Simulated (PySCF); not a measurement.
1,1-dichloro-3,3-difluoroprop-1-ene (C3H2Cl2F2), SMILES FC(F)C=C(Cl)Cl.

Geometry: B3LYP-D3(BJ)/def2-SVP. The values are those of a single conformer.

Two levels are set side by side: TDA-PBE/def2-SVPD (PySCF) and TDA-ωB97X/def2-SVPD (PySCF). Vertical, same geometry. The lowest singlet is HOMO→LUMO+1 99 % with PBE and HOMO→LUMO+1 88 % with the other functional; states are paired by order. Differences are taken from unrounded values.

```
quantity                               TDA-ωB97X  TDA-PBE  TDA-PBE minus TDA-ωB97X
-------------------------------------  ---------  -------  -----------------------
lowest singlet excitation (eV)              6.63     5.57                    -1.06
lowest triplet excitation (TDA) (eV)        3.95     3.86                    -0.08
first bright state (f over 0.05) (eV)       6.88     6.20                    -0.68
its oscillator strength                     0.47     0.34                    -0.12
```

Functionals without exact exchange tend to place singlet excitations lower, as here. Differences between two approximate levels are no errors against the true value.

Rough cost on one machine, each run with all the roots and properties that it gave: TDA-ωB97X against TDA-PBE about 4 times.
